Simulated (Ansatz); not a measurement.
Molecule: sum formula SiNH$_{2}$F$_{3}$, net charge 0, singlet state. SMILES: N[Si](F)(F)F
Coordinates optimised at B3LYP-D3(BJ)/def2-TZVP (Ansatz, a quantum-chemistry and plane-wave program):
```
Si
F 1 1.5800
F 1 1.5800 2 110.23
F 1 1.5841 2 105.72 3 113.80
N 1 1.6755 2 109.62 4 125.44
H 5 1.0060 1 122.47 2 -38.32
H 5 1.0060 6 112.93 1 163.76
```
Charge 0, spin multiplicity 1.

Quantity: atomisation energy (electronic, to ground-state atoms), in eV. Valence correlation only, unless marked. Open shells are spin-unrestricted. No spin-orbit coupling. Non-relativistic. The coupled-cluster limit lacks core correlation, which all-electron functionals hold. CBS marks a two-point X^-3 extrapolation of the correlation energy; Hartree-Fock from the larger set.

| level | program | atomisation energy (eV) |
|---|---|---|
| PBE/def2-TZVPD | Ansatz | 30.89 |
| r2SCAN-D3(BJ)/def2-TZVPD | Ansatz + dftd3 | ? |
| CCSD(T) with core electrons (1s frozen past Ne)/cc-pwCVTZ | Ansatz | 30.00 |
| CCSD(T)/CBS(aug-cc-pV(T+d)Z,aug-cc-pV(Q+d)Z) | Ansatz | ? |

**Question.** Some entries are withheld; supply them.

**Answer.** 
- r2SCAN-D3(BJ)/def2-TZVPD, atomisation energy (eV): 30.59
- CCSD(T)/CBS(aug-cc-pV(T+d)Z,aug-cc-pV(Q+d)Z), atomisation energy (eV): 31.06
